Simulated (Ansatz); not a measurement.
**Cost against result**

Saddle point of CH9GeN, closed shell (CH₇GeN ([CH3][GeH2][NH2]) + H₂ → CH₆Ge ([CH3][GeH3]) + NH₃; bonds formed: Ge1–H7, N2–H6; bonds broken: Ge1–N2, H6–H7), PBE0-D4/def2-TZVP structure:

Ge1  (-0.724, -0.093, 0.030)
N2  (0.592, -0.935, 1.290)
H3  (-1.261, -1.485, -0.480)
H4  (-1.921, 0.525, 0.763)
C5  (0.032, 0.751, -1.554)
H6  (0.780, 0.199, 1.497)
H7  (0.392, 1.275, 1.119)
H8  (0.196, -1.498, 2.038)
H9  (1.350, -1.446, 0.847)
H10  (0.070, 1.829, -1.416)
H11  (1.051, 0.387, -1.698)
H12  (-0.557, 0.491, -2.436)
(Å)

Barriers are electronic and count from the start structure reached by relaxing down the imaginary mode.

Program: Ansatz 0.2.0. Basis: as named in each row. Cores are frozen in the correlated methods. Filled d shells of the heavier atoms are correlated. The def2 sets are not built for correlating such inner shells, so the correlated values are less sure here. B3LYP uses VWN-RPA correlation. Extrapolation: Hartree–Fock as exp(−7.88 √X), correlation as X^−2.97.

Times are rough, for one single point on 4 threads of a shared host (Arm Neoverse V2).

The estimate by CCSD(T) at an estimated basis limit (MP2 extrapolated from triple and quadruple zeta, plus CCSD(T) − MP2 in triple zeta) is 48.78 kcal/mol.

```json
{"method": "HF", "basis": "STO-3G", "time (s)": "under 1", "barrier (kcal/mol)": "86.95", "method less estimate": "38.16"}
{"method": "PBE-D4", "basis": "STO-3G", "time (s)": "under 1", "barrier (kcal/mol)": "56.44", "method less estimate": "7.65"}
{"method": "SPW92", "basis": "def2-SVP", "time (s)": "under 1", "barrier (kcal/mol)": "29.83", "method less estimate": "-18.95"}
{"method": "B3LYP-D4", "basis": "6-31G", "time (s)": "under 1", "barrier (kcal/mol)": "41.40", "method less estimate": "-7.38"}
{"method": "PBE-D4", "basis": "def2-SVP", "time (s)": "under 1", "barrier (kcal/mol)": "37.22", "method less estimate": "-11.57"}
{"method": "PBE0-D4", "basis": "def2-SVP", "time (s)": "under 1", "barrier (kcal/mol)": "40.61", "method less estimate": "-8.17"}
{"method": "SPW92", "basis": "def2-TZVPP", "time (s)": "1", "barrier (kcal/mol)": "31.90", "method less estimate": "-16.89"}
{"method": "PBE-D4", "basis": "def2-TZVPP", "time (s)": "2", "barrier (kcal/mol)": "39.28", "method less estimate": "-9.51"}
{"method": "BLYP-D4", "basis": "def2-TZVPP", "time (s)": "2", "barrier (kcal/mol)": "43.08", "method less estimate": "-5.71"}
{"method": "B3LYP-D4", "basis": "def2-TZVPP", "time (s)": "2", "barrier (kcal/mol)": "45.21", "method less estimate": "-3.57"}
{"method": "BHLYP-D4", "basis": "def2-TZVPP", "time (s)": "2", "barrier (kcal/mol)": "48.68", "method less estimate": "-0.11"}
{"method": "PBE0-D4", "basis": "def2-TZVPP", "time (s)": "2", "barrier (kcal/mol)": "42.26", "method less estimate": "-6.52"}
{"method": "CAM-B3LYP-D4", "basis": "def2-TZVPP", "time (s)": "2", "barrier (kcal/mol)": "46.36", "method less estimate": "-2.42"}
{"method": "wB97M-V", "basis": "def2-SVP", "time (s)": "4", "barrier (kcal/mol)": "43.24", "method less estimate": "-5.54"}
{"method": "r2SCAN-D4", "basis": "def2-TZVPP", "time (s)": "4", "barrier (kcal/mol)": "42.79", "method less estimate": "-6.00"}
{"method": "r2SCAN0-D4", "basis": "def2-TZVPP", "time (s)": "4", "barrier (kcal/mol)": "44.60", "method less estimate": "-4.18"}
{"method": "RPA on PBE", "basis": "def2-TZVPP", "time (s)": "4", "barrier (kcal/mol)": "47.94", "method less estimate": "-0.84"}
{"method": "B2PLYP", "basis": "def2-TZVPP", "time (s)": "4", "barrier (kcal/mol)": "47.63", "method less estimate": "-1.15"}
{"method": "PBE-QIDH", "basis": "def2-TZVPP", "time (s)": "4", "barrier (kcal/mol)": "46.07", "method less estimate": "-2.72"}
{"method": "CCSD(T)", "basis": "def2-SVP", "time (s)": "6", "barrier (kcal/mol)": "47.83", "method less estimate": "-0.95"}
{"method": "wB97X-V", "basis": "def2-TZVPP", "time (s)": "6", "barrier (kcal/mol)": "47.09", "method less estimate": "-1.69"}
{"method": "wB97M-V", "basis": "def2-TZVPP", "time (s)": "7", "barrier (kcal/mol)": "45.96", "method less estimate": "-2.82"}
{"method": "B97M-V", "basis": "def2-TZVPP", "time (s)": "8", "barrier (kcal/mol)": "42.20", "method less estimate": "-6.59"}
{"method": "MP2", "basis": "def2-QZVPP", "time (s)": "20", "barrier (kcal/mol)": "49.36", "method less estimate": "0.58"}
{"method": "CCSD(T)", "basis": "def2-TZVPP", "time (s)": "120", "barrier (kcal/mol)": "47.84", "method less estimate": "-0.95"}
```

All methods are single points on the PBE0-D4 structures.

No T1 diagnostic of these runs exceeds 0.012.

Labels in which every atom is bracketed show which atoms are joined, not bond orders.
